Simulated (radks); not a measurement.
The iridium ion Ir+ inside a hard spherical wall (all orbitals vanish at R), configuration held at [Xe] 4f14 5d7 6s1 and not refilled when levels cross. All-electron calculation, scalar-relativistic Kohn-Sham, LDA (Slater exchange, VWN5 correlation), spin-polarised, spherical densities, finite nucleus; open shells are filled with parallel spins first (spin-orbit coupling, left out, can overturn this in heavy ions); Fermi nuclear charge, rms radius 5.4032 fm. Program: a radial shooting solver on a logarithmic mesh with Libxc functionals. Eigenvalues in eV for spin up, with the zero of energy where the potential of the charges vanishes at infinity; a dash marks a level that is unbound or too diffuse for the functional's potential to be trusted. A positive occupied level is held by the wall or, in an anion where self-interaction has pushed it up, behind a barrier. The pressure on the wall is -dE/dV.

| R (bohr) | E (hartree) | kinetic (hartree) | e(4f) | e(5p) | e(5d) | e(6s) | e(6p, empty) | e(7s, empty) | pressure (GPa) |
|---|---|---|---|---|---|---|---|---|---|
| free | -17813.7922 | 19790.592 | -70.927 | -63.975 | -16.396 | -14.564 | -7.847 | -3.399 | 0 |
| 20 | -17813.7922 | 19790.592 | -70.927 | -63.975 | -16.396 | -14.564 | -7.847 | -3.399 | < 0.0001 |
| 12 | -17813.7922 | 19790.592 | -70.927 | -63.975 | -16.396 | -14.564 | -7.846 | -3.254 | < 0.0001 |
| 7 | -17813.7910 | 19790.606 | -70.868 | -63.919 | -16.346 | -14.506 | -7.582 | 0.257 | 0.103 |
| 6 | -17813.7851 | 19790.661 | -70.672 | -63.733 | -16.179 | -14.294 | -6.998 | 4.014 | 0.799 |
| 4 | -17813.5692 | 19791.956 | -67.213 | -60.638 | -13.281 | -9.802 | 0.859 | 33.579 | 57.0 |
| 3 | -17812.4155 | 19797.280 | -57.777 | -52.780 | -4.730 | 6.312 | 23.919 | 96.452 | 690 |
| 2.5 | -17809.9931 | 19807.476 | -45.513 | -42.761 | 7.727 | 32.830 | 58.351 | 176.54 | 3060 |
| 2 | -17801.6841 | 19840.186 | -18.548 | -18.710 | 39.184 | 104.42 | 143.93 | 355.18 | 17800 |
| 1.5 | -17765.4632 | 19968.444 | 50.021 | 59.812 | 138.72 | 331.57 | 396.27 | 833.58 | 154000 |
